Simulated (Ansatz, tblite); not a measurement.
Forces on the cluster HfAg₁₂ at its r2SCAN-D4/def2-SVP geometry. The state is a singlet with charge 0.

In the def2 sets Ag, Hf take a core potential; there is no spin–orbit coupling. The xTB rows come from tblite. Single mean-field runs in def2-TZVP are fitted with def2-universal-jkfit. The restricted singlet is unstable towards broken spin symmetry in Hartree–Fock (as tested in another run); at PBE-D4/def2-TZVP this wasn't settled. Another isomer (singlet) lies 0.12 eV lower at PBE0-D4/def2-TZVP; other spin states weren't run for this one.

GFN1-xTB (tblite), largest force 0.42 eV/Å:

```xyz
13
positions Å, forces eV/Å
Hf   -0.157   -0.121    0.103   -0.138   -0.108    0.098
Ag    0.129   -2.730    1.273   -0.313   -0.198    0.190
Ag   -0.203   -2.385   -1.507    0.072   -0.076   -0.166
Ag    0.978   -0.400    2.624    0.162    0.051    0.103
Ag    2.316   -1.608    0.108    0.259   -0.304    0.067
Ag    2.410    1.091    0.546    0.282    0.217   -0.171
Ag    0.193    2.381    1.505   -0.052    0.280    0.256
Ag   -2.642   -1.044   -1.004   -0.269   -0.218    0.225
Ag    0.293    2.382   -1.233    0.262    0.222   -0.167
Ag   -1.651    0.615    2.445   -0.283   -0.244    0.170
Ag    1.638   -0.198   -2.138    0.279    0.205   -0.189
Ag   -2.312    1.620   -0.109   -0.050    0.172   -0.084
Ag   -0.993    0.398   -2.612   -0.212    0.002   -0.331
```

PBE-D4/def2-TZVP (Ansatz), largest force 0.18 eV/Å:

```
Hf 0.027 0.019 -0.010
Ag -0.112 -0.106 0.087
Ag 0.013 -0.075 -0.087
Ag 0.071 0.008 0.089
Ag 0.119 -0.094 0.008
Ag 0.098 0.065 -0.031
Ag 0.006 0.115 0.072
Ag -0.128 -0.091 0.066
Ag 0.051 0.089 -0.047
Ag -0.118 -0.078 0.095
Ag 0.089 0.042 -0.072
Ag -0.068 0.088 -0.035
Ag -0.049 0.019 -0.134
```
